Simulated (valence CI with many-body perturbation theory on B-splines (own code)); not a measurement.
Assign the levels of Br+

Calculated by valence CI with perturbative core correlation (CI+MBPT): six valence electrons over a frozen Dirac-Fock core [Ar] 3d10, radial functions for each j: 9 s, 9 p, 8 d, 6 f, 3 g, 1 h, with the one-electron correlation potential Σ1, the two-electron term Σ2, the three-electron term Σ3, Breit, model QED; selected CI, second order for the rest, scaled by the run's own slope (own B-spline code, finite nucleus).

Against 28 measured levels this calculation errs by 346 cm⁻¹ on average and by 547 at most. These come from a selection out of the NIST Handbook of Basic Atomic Spectroscopic Data. Levels without a partner in it may be off by more. Among the levels kept, up to 1600 cm⁻¹ of a level comes from second order outside the variational space, and about a tenth of that is noise between levels of different J, which matters for small intervals.

| No. | J | Parity | E (cm⁻¹) | g |
| --- | --- | --- | --- | --- |
| 1 | 2 | even | 0.0 | 1.487 |
| 2 | 1 | even | 3117 | 1.501 |
| 4 | 2 | even | 12123 | 1.014 |
| 6 | 2 | odd | 93569 | 1.994 |
| 11 | 3 | odd | 103525 | 1.496 |
| 12 | 4 | odd | 103545 | 1.498 |
| 13 | 2 | odd | 103577 | 1.496 |
| 14 | 1 | odd | 103646 | 1.498 |
| 20 | 1 | odd | 112022 | 0.520 |

Energies count from the lowest level. Strongly mixed levels and levels close to another of their J and parity, and those with J = 0 are left out, so the numbers can have gaps.

Problem. Give configuration and LS term of each level.

Solution. 1: 4s²4p⁴ ³P; 2: 4s²4p⁴ ³P; 4: 4s²4p⁴ ¹D; 6: 4s²4p³5s ⁵S°; 11: 4s²4p³4d ⁵D°; 12: 4s²4p³4d ⁵D°; 13: 4s²4p³4d ⁵D°; 14: 4s²4p³4d ⁵D°; 20: 4s²4p³4d ³D°.
